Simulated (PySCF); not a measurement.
**A series of related molecules**

Computed with GIAO KT3/pcSseg-1 magnetisability, rotational g tensor and spin-rotation constants, non-relativistic, gas phase (PySCF 2.14.0). Geometry: GFN2-xTB.

Each molecule in one low-energy conformer.

Task: How does the isotropic susceptibility change along this series?
- FC1=CO[C@H](C(F)(F)F)O1 (H on C replaced by CF3)
- FC1=CO[C@@H](OC(F)F)O1 (H on C replaced by OCHF2)
- O=C(O)[C@H]1OC=C(F)O1 (H on C replaced by COOH)
- FC1=CO[C@@H](C(F)F)O1 (H on C replaced by CHF2)

Result: 
```tsv
molecule	χ, cgs (10⁻⁶ cm³/mol)	magnetisability anisotropy (10⁻³⁰ J/T²)
FC1=CO[C@H](C(F)(F)F)O1	-64.6	62
FC1=CO[C@@H](OC(F)F)O1	-66.7	127
O=C(O)[C@H]1OC=C(F)O1	-56.9	144
FC1=CO[C@@H](C(F)F)O1	-59.2	82
```
The isotropic susceptibility is lowest for FC1=CO[C@@H](OC(F)F)O1 and highest for O=C(O)[C@H]1OC=C(F)O1.
